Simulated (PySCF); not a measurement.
SMILES BCC[Si](C)(C)C (C5H15BSi), singlet, GFN2-xTB optimised geometry.

```
22

B      2.59     0.08     1.29
C      1.02     0.04     1.21
C      0.40    -0.67     0.00
Si    -1.52    -0.67     0.00
C     -2.17    -1.57     1.55
C     -2.14    -1.57    -1.56
C     -2.17     1.13     0.00
H      3.09     0.61     2.20
H      3.25    -0.42     0.47
H      0.64     1.06     1.26
H      0.64    -0.43     2.13
H      0.77    -1.70    -0.03
H      0.77    -0.19    -0.91
H     -3.25    -1.66     1.53
H     -1.76    -2.57     1.63
H     -1.91    -1.04     2.46
H     -1.79    -1.08    -2.47
H     -1.80    -2.60    -1.59
H     -3.23    -1.58    -1.60
H     -1.77     1.70    -0.83
H     -3.25     1.15    -0.08
H     -1.91     1.65     0.91
```

Density from CAM-B3LYP/def2-SVP run with PySCF 2.14.0 at that geometry.

Minimum of the electron density along straight lines between bonded atoms, close to the bond critical point (lines longer than 1.1 times the sum of covalent radii, or with two minima, are not listed):

| bond | length / Å | ρ at the minimum / e bohr⁻³ | ∇²ρ there / e bohr⁻⁵ | position (fraction from the first atom) |
|---|---|---|---|---|
| B1–C2 | 1.567 | 0.188 | -0.20 | 0.33 |
| C2–C3 | 1.535 | 0.237 | -0.53 | 0.50 |
| C3–Si4 | 1.915 | 0.112 | 0.30 | 0.62 |
| Si4–C5 | 1.911 | 0.109 | 0.31 | 0.38 |
| Si4–C6 | 1.908 | 0.110 | 0.31 | 0.38 |
| Si4–C7 | 1.910 | 0.109 | 0.31 | 0.38 |
| B1–H8 | 1.171 | 0.182 | -0.14 | 0.43 |
| B1–H9 | 1.170 | 0.182 | -0.14 | 0.43 |
| C2–H10 | 1.095 | 0.267 | -0.93 | 0.62 |
| C2–H11 | 1.095 | 0.267 | -0.93 | 0.62 |
| C3–H12 | 1.091 | 0.271 | -0.96 | 0.62 |
| C3–H13 | 1.091 | 0.271 | -0.96 | 0.62 |
| C5–H14 | 1.086 | 0.272 | -0.98 | 0.63 |
| C5–H15 | 1.086 | 0.272 | -0.98 | 0.63 |
| C5–H16 | 1.086 | 0.272 | -0.97 | 0.62 |
| C6–H17 | 1.086 | 0.272 | -0.98 | 0.63 |
| C6–H18 | 1.085 | 0.272 | -0.98 | 0.63 |
| C6–H19 | 1.085 | 0.272 | -0.98 | 0.62 |
| C7–H20 | 1.086 | 0.272 | -0.98 | 0.63 |
| C7–H21 | 1.086 | 0.272 | -0.98 | 0.63 |
| C7–H22 | 1.086 | 0.272 | -0.97 | 0.62 |
